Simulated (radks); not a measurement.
The numbers below are computed, except where a source is named.
Question: Isoelectronic series with 19 electrons, all held in the configuration [Ar] 4s1, which need not be the ground one along the series. Code: a radial shooting solver on a logarithmic mesh with Libxc functionals. Model: Dirac Kohn-Sham, LDA (Slater exchange, Perdew-Wang correlation), spin-unpolarised, spherical densities, point nucleus. Total energies (hartree) and orbital eigenvalues (hartree):

ion,E (hartree),4s1/2,3p3/2,3p1/2
K,-600.56187,-0.08922,-0.68893,-0.69889
Ca+,-678.45867,-0.33696,-1.27839,-1.29277
Sc2+,-761.46499,-0.67092,-2.00475,-2.02475
Ti3+,-849.57751,-1.08033,-2.85611,-2.88309
V4+,-942.80058,-1.56092,-3.82776,-3.86330
Cr5+,-1041.14241,-2.11046,-4.91717,-4.96306
Mn6+,-1144.61377,-2.72765,-6.12281,-6.18105
Fe7+,-1253.22735,-3.41166,-7.44365,-7.51649
Co8+,-1366.99737,-4.16196,-8.87898,-8.96892
Ni9+,-1485.93943,-4.97822,-10.42832,-10.53812
Cu10+,-1610.07031,-5.86023,-12.09132,-12.22403
Zn11+,-1739.40795,-6.80788,-13.86773,-14.02671
Ga12+,-1873.97137,-7.82112,-15.75738,-15.94629
Ge13+,-2013.78064,-8.89996,-17.76016,-17.98300
As14+,-2158.85688,-10.04446,-19.87601,-20.13712
Se15+,-2309.22224,-11.25471,-22.10489,-22.40899
Br16+,-2464.89989,-12.53084,-24.44681,-24.79899
Kr17+,-2625.91405,-13.87299,-26.90179,-27.30755
Rb18+,-2792.28999,-15.28133,-29.46988,-29.93513
Zr21+,-3323.85728,-19.90559,-37.85355,-38.53725
Nb22+,-3511.95464,-21.58087,-40.87489,-41.64632

Estimate the row of Sr19+.

Answer: E (hartree) -2964.05404; 4s1/2 -16.75607; 3p3/2 -32.15115; 3p1/2 -32.68224.
